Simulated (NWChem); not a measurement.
System: BaHSF; SMILES [SH][Ba][F]

NWChem input:

```
start job
memory heap 200 mb stack 900 mb global 1100 mb
geometry units angstroms noautoz
  Ba     0.270878     0.400202    -0.001699
  F     -1.508093     1.730982     0.001525
  S     -0.302115    -2.450058    -0.001715
  H      1.013418    -2.777467    -0.002747
end
basis spherical
  * library def2-svp
end
ecp
  Ba library def2-ecp
end
dft
  xc xpbe96 cpbe96
  iterations 150
  vectors input atomic output neutral.movecs
end
task dft energy
charge 1
dft
  odft
  mult 2
  vectors input atomic output cation.movecs
end
task dft energy
```

Parts of the log:

```
             Northwest Computational Chemistry Package (NWChem) 7.3.0
             --------------------------------------------------------

 CS  symmetry detected

                             Geometry "geometry" -> ""
                             -------------------------

 Output coordinates in angstroms (scale by  1.889725989 to convert to a.u.)

  No.       Tag          Charge          X              Y              Z
 ---- ---------------- ---------- -------------- -------------- --------------
    1 Ba                  56.0000     0.32530661     0.42946120     0.00000000
    2 F                    9.0000    -1.36756671     1.86817715     0.00000000
    3 S                   16.0000    -0.42363083    -2.37970162     0.00000000
    4 H                    1.0000     0.86902378    -2.78819593     0.00000000

 Effective nuclear repulsion energy (a.u.)     316.8963666095

      Symmetry information
      --------------------

 Group name             Cs
 Group number              2
 Group order               2
 No. of unique centers     4

 Summary of "ao basis" -> "ao basis" (spherical)
 ------------------------------------------------------------------------------
       Tag                 Description            Shells   Functions and Types
 ---------------- ------------------------------  ------  ---------------------
 Ba                         def2-svp                 9       23   4s3p2d
 F                          def2-svp                 6       14   3s2p1d
 S                          def2-svp                 8       18   4s3p1d
 H                          def2-svp                 3        5   2s1p

      Symmetry analysis of basis
      --------------------------

        a'         43
        a"         17

            General Information
            -------------------
          SCF calculation type: DFT
          Wavefunction type:  closed shell.
          No. of atoms     :     4
          No. of electrons :    36
           Alpha electrons :    18
            Beta electrons :    18
          Charge           :     0
          Spin multiplicity:     1
          Use of symmetry is: on ; symmetry adaption is: on
          Maximum number of iterations: 150
          AO basis - number of functions:    60
                     number of shells:    26
          Convergence on energy requested:  1.00D-06
          Convergence on density requested:  1.00D-05
          Convergence on gradient requested:  5.00D-04

              XC Information
              --------------
          PerdewBurkeErnzerhof Exchange Functional  1.000
            Perdew 1991 LDA Correlation Functional  1.000 local
           PerdewBurkeErnz. Correlation Functional  1.000 non-local

             Grid Information
             ----------------
          Grid used for XC integration:  medium
          Radial quadrature: Mura-Knowles
          Angular quadrature: Lebedev.
          Tag              B.-S. Rad. Rad. Pts. Rad. Cut. Ang. Pts.
          ---              ---------- --------- --------- ---------
          Ba                  2.15      123          12.0       590
          F                   0.50       49          12.0       434
          S                   1.00       88          11.0       590
          H                   0.35       45          12.0       434
          Grid pruning is: on
          Number of quadrature shells:   305
          Spatial weights used:  Erf1

      Superposition of Atomic Density Guess
      -------------------------------------

 Sum of atomic energies:        -524.62308859

      Non-variational initial energy
      ------------------------------

 Total energy =    -522.170235
 1-e energy   =    -882.322441
 2-e energy   =     283.291466
 HOMO         =      -0.331436
 LUMO         =      -0.115382

      Symmetry analysis of molecular orbitals - initial
      -------------------------------------------------

  Numbering of irreducible representations:

     1 a'          2 a"

  Orbital symmetries:

     1 a'          2 a'          3 a'          4 a'          5 a'
     6 a"          7 a'          8 a'          9 a'         10 a'
    11 a"         12 a'         13 a'         14 a"         15 a'
    16 a'         17 a'         18 a"         19 a'         20 a"
    21 a'         22 a'         23 a'         24 a"         25 a"
    26 a'         27 a'         28 a'

   convergence    iter        energy       DeltaE   RMS-Dens  Diis-err
 ---------------- ----- ----------------- --------- --------- ---------
 d= 0,ls=0.0,diis     1   -523.6084745731 -6.00D+02  7.18D-02  1.07D+00
 d= 0,ls=0.0,diis     2   -515.6821919485  7.93D+00  6.07D-02  4.55D+01
 d= 0,ls=0.0,diis     3   -523.7034126827 -8.02D+00  1.94D-02  3.46D-01
 d= 0,ls=0.0,diis     4   -523.7217330843 -1.83D-02  7.68D-03  2.90D-01
 d= 0,ls=0.0,diis     5   -523.7623225450 -4.06D-02  1.63D-03  1.35D-02
  Resetting Diis
 d= 0,ls=0.0,diis     6   -523.7640656960 -1.74D-03  3.27D-04  1.86D-04
 d= 0,ls=0.0,diis     7   -523.7640950828 -2.94D-05  1.40D-04  2.15D-05
 d= 0,ls=0.0,diis     8   -523.7640905028  4.58D-06  8.90D-05  7.58D-05
 d= 0,ls=0.0,diis     9   -523.7640973681 -6.87D-06  3.23D-05  6.32D-06
 d= 0,ls=0.0,diis    10   -523.7640981048 -7.37D-07  6.53D-06  1.33D-07

         Total DFT energy =     -523.764098104844
      One electron energy =     -887.337035070383
           Coulomb energy =      326.767232094212
    Exchange-Corr. energy =      -40.055035210499
 Nuclear repulsion energy =       76.860740081826

 Numeric. integr. density =       35.999999051110

                  Occupations of the irreducible representations
                  ----------------------------------------------

                     irrep           alpha         beta
                     --------     --------     --------
                     a'               14.0         14.0
                     a"                4.0          4.0

                       DFT Final Molecular Orbital Analysis
                       ------------------------------------

 Vector   16  Occ=2.000000D+00  E=-2.587495D-01  Symmetry=a'
              MO Center= -1.2D+00,  1.6D+00, -1.3D-15, r^2= 1.6D+00
   Bfn.  Coefficient  Atom+Function         Bfn.  Coefficient  Atom+Function
  ----- ------------  ---------------      ----- ------------  ---------------
    27      0.587596  2 F  px                30     -0.416246  2 F  px
    28     -0.211508  2 F  py                14      0.186655  1 Ba d -2
     3     -0.162655  1 Ba s                 31      0.147577  2 F  py
     2      0.136753  1 Ba s                  5     -0.123545  1 Ba px
    16      0.120257  1 Ba d  0               6      0.119590  1 Ba py

 Vector   17  Occ=2.000000D+00  E=-1.813696D-01  Symmetry=a'
              MO Center= -3.5D-01, -2.1D+00, -4.8D-17, r^2= 2.8D+00
   Bfn.  Coefficient  Atom+Function         Bfn.  Coefficient  Atom+Function
  ----- ------------  ---------------      ----- ------------  ---------------
    49      0.549624  3 S  py                46      0.384608  3 S  py
     3      0.297153  1 Ba s                 43      0.224350  3 S  py
    48      0.223491  3 S  px                 2     -0.190679  1 Ba s
    45      0.147267  3 S  px                18     -0.145319  1 Ba d  2
     6      0.143733  1 Ba py                14      0.113136  1 Ba d -2

 Vector   18  Occ=2.000000D+00  E=-1.724904D-01  Symmetry=a"
              MO Center= -3.5D-01, -2.2D+00,  8.8D-16, r^2= 2.2D+00
   Bfn.  Coefficient  Atom+Function         Bfn.  Coefficient  Atom+Function
  ----- ------------  ---------------      ----- ------------  ---------------
    50      0.608238  3 S  pz                47      0.414270  3 S  pz
    44      0.241461  3 S  pz                15     -0.151488  1 Ba d -1
    13      0.112791  1 Ba pz                20     -0.088673  1 Ba d -1
     7     -0.054497  1 Ba pz                17      0.052431  1 Ba d  1
    29     -0.029250  2 F  pz                32      0.025767  2 F  pz

 Vector   19  Occ=0.000000D+00  E=-8.318632D-02  Symmetry=a'
              MO Center=  1.3D+00,  6.4D-01, -5.1D-15, r^2= 7.5D+00
   Bfn.  Coefficient  Atom+Function         Bfn.  Coefficient  Atom+Function
  ----- ------------  ---------------      ----- ------------  ---------------
     3      0.648041  1 Ba s                  2     -0.465134  1 Ba s
     4      0.399828  1 Ba s                 11      0.339005  1 Ba px
    16      0.223128  1 Ba d  0              18      0.161898  1 Ba d  2
     5     -0.104242  1 Ba px                 1      0.095257  1 Ba s
    41     -0.094346  3 S  s                 49     -0.089159  3 S  py

 Vector   20  Occ=0.000000D+00  E=-4.533138D-02  Symmetry=a'
              MO Center=  8.9D-01,  6.7D-01, -3.1D-14, r^2= 5.8D+00
   Bfn.  Coefficient  Atom+Function         Bfn.  Coefficient  Atom+Function
  ----- ------------  ---------------      ----- ------------  ---------------
    16      0.634129  1 Ba d  0              11     -0.361188  1 Ba px
    14     -0.292954  1 Ba d -2              21      0.261341  1 Ba d  0
    12     -0.240259  1 Ba py                18     -0.212876  1 Ba d  2
     3      0.158612  1 Ba s                 19     -0.107966  1 Ba d -2
    57     -0.105100  4 H  s                 23     -0.102239  1 Ba d  2

 Vector   21  Occ=0.000000D+00  E=-4.517817D-02  Symmetry=a"
              MO Center=  1.0D+00,  6.8D-01,  1.3D-13, r^2= 6.1D+00
   Bfn.  Coefficient  Atom+Function         Bfn.  Coefficient  Atom+Function
  ----- ------------  ---------------      ----- ------------  ---------------
    17      0.632552  1 Ba d  1              13     -0.533682  1 Ba pz
    15     -0.299844  1 Ba d -1              22      0.268035  1 Ba d  1
     7      0.127992  1 Ba pz                20     -0.085915  1 Ba d -1
    50     -0.080234  3 S  pz                10      0.076530  1 Ba pz
    29      0.045798  2 F  pz                32     -0.045535  2 F  pz

     Multipole analysis of the density
     ---------------------------------

[...]
```

Level: PBE/def2-SVP with def2 effective core potentials on Ba, vertical spin-unrestricted ions. Structure relaxed at the PBE0/def2-SVP level. No frequency run checked for a minimum. def2 effective core potentials on Ba; no spin-orbit coupling.
